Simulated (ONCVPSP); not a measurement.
u(r) = r·R(r): atom against pseudo-atom (chlorine)

Columns: radius, all-electron u(r) and pseudo u(r) of the 3p shell (level -8.87 eV) of chlorine in the configuration [Ne] 3s1.5 3p5.5; PBE, scalar-relativistic, ONCV scheme, ONCVPSP 4.0.1.

```csv
r (bohr),all-electron,pseudo
0.075,-0.1344,0.0083
0.150,-0.2932,0.0327
0.225,-0.3606,0.0711
0.300,-0.3391,0.1182
0.375,-0.2563,0.1684
0.450,-0.1391,0.2193
0.525,-0.0073,0.2714
0.600,0.1255,0.3253
0.675,0.2508,0.3797
0.750,0.3640,0.4344
0.825,0.4629,0.4920
0.900,0.5470,0.5543
0.975,0.6166,0.6172
1.050,0.6722,0.6721
1.125,0.7146,0.7146
1.200,0.7452,0.7452
1.275,0.7654,0.7654
1.350,0.7766,0.7766
1.425,0.7800,0.7800
1.500,0.7770,0.7770
1.575,0.7685,0.7685
1.650,0.7558,0.7558
1.725,0.7395,0.7395
1.800,0.7205,0.7205
1.875,0.6995,0.6995
1.950,0.6769,0.6769
```

(1) How many radial nodes do the two functions have?

(2) At about which radius was the pseudo-wave matched?

(3) Is the pseudo-wave norm-conserving?

Answers

(1) The all-electron 3p function has n − l − 1 = 1; the pseudo-wave has 0, since the states of the same l below it are removed with the core.

(2) 1.05 bohr, where the columns begin to agree (steps of 0.07 bohr).

(3) Yes: the ONCV scheme keeps the norm inside the radius equal to the all-electron one, which fixes the energy derivative of the logarithmic derivative at the level.
